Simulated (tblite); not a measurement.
Isomers of [C6H15P2]+ (charge +1). All values are computed: GFN2-xTB (tblite) harmonic vibrations without scaling, gas phase. Against measured fundamentals such values can be off by several per cent, at times by over 20. Modes of hydrogen on phosphorus can be 10 to 20 % off. One conformer each.

Electronic energies: GFN2-xTB at the same geometries; isomer energies are rough at this level and their order can be wrong.

```
                     SMILES  electronic energy, lowest = 0 (kcal/mol)
CC[C@@H]1[C@H](CC)[P@@H+]1P                                      18.7
             CC[PH+]1CCPCC1                                       0.0
         C=CC[P@@+](C)(P)CC                                      11.4
```

Task: How do GFN2-xTB zero-point energies change the relative energies?

Result: 
```csv
SMILES,ZPE (kcal/mol),of it from modes above 1550 cm⁻¹,electronic (kcal/mol),"with ZPE, lowest = 0 (kcal/mol)",lowest mode (cm⁻¹),rings
CC[PH+]1CCPCC1,121.3,61.8,0.0,0.0,49,1
C=CC[P@@+](C)(P)CC,118.3,64.9,11.4,8.4,35,0
CC[C@@H]1[C@H](CC)[P@@H+]1P,119.7,61.4,18.7,17.1,56,1
```

The zero-point energies span 3.0 kcal/mol, from `C=CC[P@@+](C)(P)CC` to `CC[PH+]1CCPCC1`. The order is unchanged.

Task: What do entropy and thermal enthalpy add at 298.15 K and 1 bar (rigid rotor, harmonic oscillator, one conformer each)?

Result: 
```tsv
SMILES	point group	symmetry number	S (cal/(mol K))	H − H(0) (kcal/mol)	ZPE + H − H(0) − TS (kcal/mol)
CC[PH+]1CCPCC1	C1	1	100.3	7.23	98.6
C=CC[P@@+](C)(P)CC	C1	1	113.2	8.75	93.3
CC[C@@H]1[C@H](CC)[P@@H+]1P	C1	1	107.1	8.08	95.9
```
